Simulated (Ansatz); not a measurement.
`C=C[SiH2]B(O)Cl` + H₂S → `C=C[SiH2]S` + `OBCl`  (cleavage of the Si–B bond)

Calculated with Ansatz (gas phase, PBE0-D4/def2-TZVP geometries, no zero-point term in ΔE). CCSD(T)/CBS adds triple-zeta CCSD(T) − MP2 to the extrapolated MP2 energy (def2 sets, frozen cores). This one scheme is used for every species. Functionals use def2-TZVPP. B3LYP here is the variant with VWN-RPA as its local correlation; programs differ in this. One conformer a species, not always the lowest.

Q: Is it downhill or uphill in electronic energy at CCSD(T)/CBS, and by how much? (Best estimate.)

A: The calculation gave: Downhill: ΔE = -87.6 kJ/mol.

Q: What do these levels give: r2SCAN-D4, PBE0-D4, B3LYP-D4, ωB97X-V, ωB97M-V, PBE, r2SCAN, MP2/def2-TZVPP, SCS-MP2/def2-TZVPP, CCSD(T)/def2-TZVPP, HF/CBS(def2), MP2/CBS(def2)? (An estimate is asked.)

A: The calculation gave: r2SCAN-D4 -87.8, PBE0-D4 -84.3, B3LYP-D4 -85.6, ωB97X-V -85.6, ωB97M-V -89.1, PBE -82.7, r2SCAN -89.0, MP2/def2-TZVPP -94.0, SCS-MP2/def2-TZVPP -92.8, CCSD(T)/def2-TZVPP -84.8, HF/CBS(def2) -102.6, MP2/CBS(def2) -96.7 kJ/mol.

Largest T1 diagnostic among the species: 0.013.

In def2-TZVPP, CCSD(T) changes the Hartree–Fock value by +17.5 kJ/mol (the triples alone add +1.7 kJ/mol) and MP2 by +8.3 kJ/mol. The D4 term adds +4.7 kJ/mol with B3LYP and +3.0 kJ/mol with PBE0; it sums over pairs of atoms, weighted by their polarisabilities, and B3LYP, whose exchange is more repulsive, gets the larger term.
